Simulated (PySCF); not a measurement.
What builds the second ionisation energy along group 14

All values are computed (PySCF 2.14, energy differences of UHF-based or UKS calculations, no spin-orbit coupling). Each column adds one step, in eV (sums use unrounded values): valence MP2, valence CCSD, valence triples, then the next inner shell at CCSD(T) (C 1s, Ge 3s 3p 3d, Sn 4s 4p 4d, Pb 5s 5p 5d). References (NIST) marked * lie between the lowest fine-structure levels; the others compare directly ((s) semi-empirical, (t) theoretical).

```csv
element,UHF,+ MP2,+ CCSD,+ (T),+ inner shell,sum,reference
"C [He] 2s2 2p1 → [He] 2s2 (ANO-RCC-VTZP, spin-free X2C)",24.174,0.213,-0.167,0.032,0.027,24.280,24.378
"Ge [Ar] 3d10 4s2 4p1 → [Ar] 3d10 4s2 (ANO-RCC-VTZP, spin-free X2C)",15.253,0.172,0.080,0.014,0.061,15.579,15.789
"Sn [Kr] 4d10 5s2 5p1 → [Kr] 4d10 5s2 (ANO-RCC-VTZP, spin-free X2C)",13.755,0.186,0.068,0.015,0.122,14.145,14.282
"Pb [Xe] 4f14 5d10 6s2 6p1 → [Xe] 4f14 5d10 6s2 (ANO-RCC-VTZP, spin-free X2C)",13.230,0.186,0.050,0.010,0.198,13.674,13.869
```

What remains against the references is mostly basis incompleteness.

These are valence bases, so the inner-shell step is incomplete.
